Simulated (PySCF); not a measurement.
SiCl₃I, SMILES Cl[Si](Cl)(Cl)I.

Geometry: PBE0-D3(BJ)/def2-SVP. The def2 effective core potentials stand for the cores of I; spin–orbit coupling is left out.

Calculation: M06-2X/def2-TZVP (PySCF).

Isolated molecule, no solvent.

| Item | Value |
|---|---|
| total energy | -1967.91623 hartree |
| point group | C3v |
| highest occupied level | -9.46 eV |
| lowest empty level | -0.80 eV |
| orbital gap | 8.66 eV |
| dipole moment | 0.50 D |
| quadrupole, principal values (traceless, Buckingham form, about the centre of nuclear charge) | -1.07, -1.07, 2.14 D·Å |
| mean static polarisability | 87.0 bohr³ (12.90 Å³) |
| polarisability, principal values | 80.0, 80.0, 101.0 bohr³ |
